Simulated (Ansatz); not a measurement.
B3As3. The state is a singlet with charge 0. Geometry r2SCAN-D4/def2-SVP.

```xyz
6

B     0.847    0.096    0.083
B    -0.333    0.482   -1.154
B    -0.200   -1.016   -0.777
As    0.300    1.993    0.043
As    0.624   -1.657    0.963
As   -1.237    0.102    0.842
```

The structure comes from a short search, and lower isomers may exist.

Problem. Estimate the orbital energies around the gap (eV) in Ansatz with PBE-D4/def2-TZVP, B97M-V/def2-TZVP, PBE0-D4/def2-SVP, PBE0-D4/def2-TZVP, PBE0-D4/def2-TZVPD.

Solution. 
```json
{"orbital": "HOMO−13", "PBE-D4/def2-TZVP": "-41.49", "B97M-V/def2-TZVP": "-42.94", "PBE0-D4/def2-SVP": "-45.92", "PBE0-D4/def2-TZVP": "-45.86", "PBE0-D4/def2-TZVPD": "-45.87"}
{"orbital": "HOMO−12", "PBE-D4/def2-TZVP": "-41.49", "B97M-V/def2-TZVP": "-42.93", "PBE0-D4/def2-SVP": "-45.92", "PBE0-D4/def2-TZVP": "-45.86", "PBE0-D4/def2-TZVPD": "-45.87"}
{"orbital": "HOMO−11", "PBE-D4/def2-TZVP": "-19.54", "B97M-V/def2-TZVP": "-20.47", "PBE0-D4/def2-SVP": "-21.99", "PBE0-D4/def2-TZVP": "-21.89", "PBE0-D4/def2-TZVPD": "-21.90"}
{"orbital": "HOMO−10", "PBE-D4/def2-TZVP": "-16.21", "B97M-V/def2-TZVP": "-16.80", "PBE0-D4/def2-SVP": "-18.27", "PBE0-D4/def2-TZVP": "-18.17", "PBE0-D4/def2-TZVPD": "-18.18"}
{"orbital": "HOMO−9", "PBE-D4/def2-TZVP": "-13.79", "B97M-V/def2-TZVP": "-14.13", "PBE0-D4/def2-SVP": "-15.51", "PBE0-D4/def2-TZVP": "-15.44", "PBE0-D4/def2-TZVPD": "-15.45"}
{"orbital": "HOMO−8", "PBE-D4/def2-TZVP": "-13.01", "B97M-V/def2-TZVP": "-13.61", "PBE0-D4/def2-SVP": "-14.80", "PBE0-D4/def2-TZVP": "-14.82", "PBE0-D4/def2-TZVPD": "-14.83"}
{"orbital": "HOMO−7", "PBE-D4/def2-TZVP": "-9.77", "B97M-V/def2-TZVP": "-10.21", "PBE0-D4/def2-SVP": "-11.19", "PBE0-D4/def2-TZVP": "-11.21", "PBE0-D4/def2-TZVPD": "-11.22"}
{"orbital": "HOMO−6", "PBE-D4/def2-TZVP": "-8.84", "B97M-V/def2-TZVP": "-9.15", "PBE0-D4/def2-SVP": "-10.08", "PBE0-D4/def2-TZVP": "-10.07", "PBE0-D4/def2-TZVPD": "-10.08"}
{"orbital": "HOMO−5", "PBE-D4/def2-TZVP": "-8.09", "B97M-V/def2-TZVP": "-8.23", "PBE0-D4/def2-SVP": "-9.14", "PBE0-D4/def2-TZVP": "-9.09", "PBE0-D4/def2-TZVPD": "-9.10"}
{"orbital": "HOMO−4", "PBE-D4/def2-TZVP": "-8.02", "B97M-V/def2-TZVP": "-8.19", "PBE0-D4/def2-SVP": "-9.11", "PBE0-D4/def2-TZVP": "-9.02", "PBE0-D4/def2-TZVPD": "-9.03"}
{"orbital": "HOMO−3", "PBE-D4/def2-TZVP": "-7.31", "B97M-V/def2-TZVP": "-7.56", "PBE0-D4/def2-SVP": "-8.49", "PBE0-D4/def2-TZVP": "-8.44", "PBE0-D4/def2-TZVPD": "-8.45"}
{"orbital": "HOMO−2", "PBE-D4/def2-TZVP": "-6.85", "B97M-V/def2-TZVP": "-7.08", "PBE0-D4/def2-SVP": "-7.89", "PBE0-D4/def2-TZVP": "-7.85", "PBE0-D4/def2-TZVPD": "-7.86"}
{"orbital": "HOMO−1", "PBE-D4/def2-TZVP": "-6.28", "B97M-V/def2-TZVP": "-6.41", "PBE0-D4/def2-SVP": "-7.25", "PBE0-D4/def2-TZVP": "-7.21", "PBE0-D4/def2-TZVPD": "-7.22"}
{"orbital": "HOMO", "PBE-D4/def2-TZVP": "-5.44", "B97M-V/def2-TZVP": "-5.57", "PBE0-D4/def2-SVP": "-6.37", "PBE0-D4/def2-TZVP": "-6.35", "PBE0-D4/def2-TZVPD": "-6.36"}
{"orbital": "LUMO", "PBE-D4/def2-TZVP": "-3.22", "B97M-V/def2-TZVP": "-2.96", "PBE0-D4/def2-SVP": "-2.46", "PBE0-D4/def2-TZVP": "-2.48", "PBE0-D4/def2-TZVPD": "-2.53"}
{"orbital": "LUMO+1", "PBE-D4/def2-TZVP": "-2.59", "B97M-V/def2-TZVP": "-2.38", "PBE0-D4/def2-SVP": "-1.81", "PBE0-D4/def2-TZVP": "-1.86", "PBE0-D4/def2-TZVPD": "-1.90"}
{"orbital": "LUMO+2", "PBE-D4/def2-TZVP": "-2.20", "B97M-V/def2-TZVP": "-1.93", "PBE0-D4/def2-SVP": "-1.38", "PBE0-D4/def2-TZVP": "-1.42", "PBE0-D4/def2-TZVPD": "-1.47"}
{"orbital": "LUMO+3", "PBE-D4/def2-TZVP": "-1.66", "B97M-V/def2-TZVP": "-1.32", "PBE0-D4/def2-SVP": "-0.76", "PBE0-D4/def2-TZVP": "-0.84", "PBE0-D4/def2-TZVPD": "-0.93"}
{"orbital": "LUMO+4", "PBE-D4/def2-TZVP": "-0.85", "B97M-V/def2-TZVP": "-0.50", "PBE0-D4/def2-SVP": "0.16", "PBE0-D4/def2-TZVP": "-0.01", "PBE0-D4/def2-TZVPD": "-0.20"}
{"orbital": "LUMO+5", "PBE-D4/def2-TZVP": "-0.50", "B97M-V/def2-TZVP": "-0.19", "PBE0-D4/def2-SVP": "0.54", "PBE0-D4/def2-TZVP": "0.36", "PBE0-D4/def2-TZVPD": "-0.03"}
```
